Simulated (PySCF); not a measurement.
How methods differ on the excitation energy of C

C [He] 2s2 2p2 (3P) → C [He] 2s1 2p3 (5S), as a difference of total energies. Computed with PySCF 2.14 in dyall-av3z, with scalar relativity by spin-free X2C-1e. Correlated levels: valence: 1s2 frozen; virtual orbitals above 40 to 60 times the deepest correlated orbital energy dropped. The calculations carry no spin-orbit coupling.

```json
{"method": "UHF", "excitation energy (cm⁻¹)": "20826"}
{"method": "MP2 (valence)", "excitation energy (cm⁻¹)": "30051"}
{"method": "SCS-MP2 (valence)", "excitation energy (cm⁻¹)": "34658"}
{"method": "CCSD (valence)", "excitation energy (cm⁻¹)": "32888"}
{"method": "CCSD(T) (valence)", "excitation energy (cm⁻¹)": "33298"}
```

Errors of the correlated levels include the incompleteness of this basis and the frozen core.

Problem. Which method comes closest to the reference value, and which is furthest?

Solution. The reference is 33706 cm⁻¹ (measured; NIST levels, between the centres of gravity of the two terms). Closest: CCSD(T) (valence) (error -408.03 cm⁻¹); furthest: UHF (error -12879 cm⁻¹).
